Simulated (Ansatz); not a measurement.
Consider the formal hydrolysis of the Si–Si bond: `C[SiH2][SiH](N)Cl` + H₂O → `N[SiH](O)Cl` + `C[SiH3]`.

Calculated with Ansatz (gas phase, PBE0-D4/def2-TZVP geometries, no zero-point term in ΔE). CCSD(T)/CBS is the MP2 limit (def2-TZVPP, def2-QZVPP) plus CCSD(T) − MP2 in def2-TZVPP, frozen cores. This one scheme is used for every species. DFT in def2-TZVPP. B3LYP here is the variant with VWN-RPA as its local correlation; programs differ in this. HSE06 is defined as in plane-wave codes. Each species was taken in one conformer, which may not be the lowest.

```json
{"level": "PBE-D4", "ΔE (kcal/mol)": "-21.8", "difference from CCSD(T)/CBS": "5.0"}
{"level": "PBE0-D4", "ΔE (kcal/mol)": "-23.6", "difference from CCSD(T)/CBS": "3.2"}
{"level": "B3LYP-D4", "ΔE (kcal/mol)": "-26.7", "difference from CCSD(T)/CBS": "0.1"}
{"level": "HSE06-D4", "ΔE (kcal/mol)": "-23.5", "difference from CCSD(T)/CBS": "3.3"}
{"level": "BHLYP-D4", "ΔE (kcal/mol)": "-28.9", "difference from CCSD(T)/CBS": "-2.1"}
{"level": "CAM-B3LYP-D4", "ΔE (kcal/mol)": "-29.1", "difference from CCSD(T)/CBS": "-2.3"}
{"level": "ωB97X-V", "ΔE (kcal/mol)": "-27.3", "difference from CCSD(T)/CBS": "-0.5"}
{"level": "ωB97M-V", "ΔE (kcal/mol)": "-28.6", "difference from CCSD(T)/CBS": "-1.8"}
{"level": "PBE-QIDH", "ΔE (kcal/mol)": "-27.2", "difference from CCSD(T)/CBS": "-0.4"}
{"level": "BLYP", "ΔE (kcal/mol)": "-27.8", "difference from CCSD(T)/CBS": "-1.0"}
{"level": "PBE0", "ΔE (kcal/mol)": "-24.9", "difference from CCSD(T)/CBS": "1.9"}
{"level": "CAM-B3LYP", "ΔE (kcal/mol)": "-30.6", "difference from CCSD(T)/CBS": "-3.8"}
{"level": "CCSD/def2-SVP", "ΔE (kcal/mol)": "-27.3", "difference from CCSD(T)/CBS": "-0.5"}
{"level": "SCS-MP2/def2-QZVPP", "ΔE (kcal/mol)": "-29.4", "difference from CCSD(T)/CBS": "-2.6"}
{"level": "MP2/CBS(def2)", "ΔE (kcal/mol)": "-27.9", "difference from CCSD(T)/CBS": "-1.1"}
{"level": "CCSD/CBS(def2)", "ΔE (kcal/mol)": "-27.7", "difference from CCSD(T)/CBS": "-0.9"}
{"level": "CCSD(T)/CBS", "ΔE (kcal/mol)": "-26.8", "difference from CCSD(T)/CBS": "0"}
```

Largest T1 diagnostic among the species: 0.011.

From BLYP to BHLYP (50 % exact exchange), in def2-TZVPP and without D4, ΔE moves by −3.5 kcal/mol. In def2-TZVPP, CCSD(T) changes the Hartree–Fock value by +6.5 kcal/mol (the triples alone add +0.9 kcal/mol) and MP2 by +5.4 kcal/mol.

CCSD(T)/CBS has its own doubt, a few kJ/mol and more with outer-core shells, so smaller differences from it don't rank the levels.
